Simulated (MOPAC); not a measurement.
MOPAC input (PM3):

```
PM3 1SCF CHARGE=1 GEO-OK AUX(PRECISION=9) THREADS=1
CdCl

Cd   -0.00000000 1   -0.00000000 1   -0.59277623 1
Cl    0.00000000 1    0.00000000 1    1.67372111 1
```

Problem. What heat of formation does the run end on, and which ionisation energy by Koopmans theorem?

Solution. 174.57 kcal/mol; 15.64 eV.
